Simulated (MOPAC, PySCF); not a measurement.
C3HN, SMILES `C(#C)[N+]#[C-]`, neutral singlet in the gas phase. 

Cartesian coordinates (Å):
SMILES: [C-]#[N+]C#C
```xyz
5

C      2.4016    -0.2290     0.0258
N      1.2324    -0.0982     0.0132
C     -0.0648     0.0470    -0.0007
C     -1.2568     0.1803    -0.0135
H     -2.3124     0.2984    -0.0248
```
Charge 0, multiplicity 1.

All levels are single points at this geometry (B3LYP-D3(BJ)/def2-TZVP); Pople sets use spherical d functions. Orbital energies aren't observables, and empty levels follow the basis.

| level | HOMO (eV) | LUMO (eV) | gap (eV) | dipole (D) | vertical IE, Delta-SCF (eV) |
|---|---|---|---|---|---|
| B3LYP-D3(BJ)/def2-TZVP in PySCF | -8.48 | -1.59 | 6.89 | 2.95 | – |
| PBE-D3(BJ)/def2-TZVP in PySCF | -7.60 | -2.37 | 5.22 | 3.11 | – |
| B3LYP/3-21G in PySCF | -8.23 | -0.98 | 7.25 | 2.80 | – |
| BP86/6-31G* in PySCF | -7.30 | -2.01 | 5.29 | 3.00 | – |
| PBE/6-31G* in PySCF | -7.21 | -1.91 | 5.30 | 3.00 | – |
| PM7 in MOPAC | -10.87 | 0.49 | 11.36 | 1.19 | – |
